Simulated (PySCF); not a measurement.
SMILES F[Si](F)(F)/C=C\Br, singlet at its CAM-B3LYP/def2-SVP optimised geometry (Å):

```
9

F      1.4667    -1.3553     0.0000
Si    -0.1302    -1.3553     0.0000
F     -0.5977    -2.2442     1.2413
F     -0.6062    -2.1040    -1.3310
C     -0.8564     0.3311     0.0000
C     -0.7204     1.2549     0.9495
Br     0.2753     1.0129     2.5261
H     -1.4667     0.6137    -0.8655
H     -1.1803     2.2442     0.8934
```

Level of theory: PySCF with CAM-B3LYP/def2-TZVP. Cells within 0.4 Å of a nucleus heavier than hydrogen are left out (blank, or x).

Map of the log10 of the electron density (e/bohr³), floored at −4 on the plane z = 0.0 Å:

```
|000000000000000000000000000|
|000000000000000000000000000|
|000000000000000000000000000|
|000000001111100000000000000|
|000000012332210000000000000|
|000000123444321100000000000|
|000000134454432210000000000|
|000000234555543210000000000|
|000001234566654321000000000|
|000002345667665421000000000|
|000012356778765431000000000|
|00001245788x875432100000000|
|0000134578xx875433221000000|
|0000124567xx876544432100000|
|000012346788876566654210000|
|000001345677776778865310000|
|000001234567xx889x986420000|
|000000134568xx989xx86420000|
|0000001245679x779x986420000|
|000000123566766678765310000|
|000000023456655556553200000|
|000000013445554444332100000|
|000000012334433222210000000|
|000000001223322110000000000|
|000000000011110000000000000|
|000000000000000000000000000|
|000000000000000000000000000|
```
Scale: ten equal steps from -4.00 (start of '0') to -0.076 (end of '9'), in the order '0123456789'; x runs from -4.50 to 4.50, y from -4.50 (bottom) to 4.50 (top).
